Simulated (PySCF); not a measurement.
A structure optimised at PBE0-D3(BJ)/def2-SVP, used in a PySCF frequency run:

```xyz
9

C      0.0000     0.0000     1.3244
N      0.0000     1.1841     0.7808
C      0.0000     1.1891    -0.5569
C      0.0000     0.0000    -1.2848
C      0.0000    -1.1891    -0.5569
N      0.0000    -1.1841     0.7808
H      0.0000     2.1651    -1.0552
H      0.0000     0.0000    -2.3759
H      0.0000    -2.1651    -1.0552
```
Charge 0, spin multiplicity 2.

### Question
Write its SMILES, formula and point group.

### Answer
[c]1ncccn1, C₄H₃N₂, C2v

### Question
What are its rotational constants (standard atomic weights)?

### Answer
6.9128, 6.1115, 3.2437 GHz
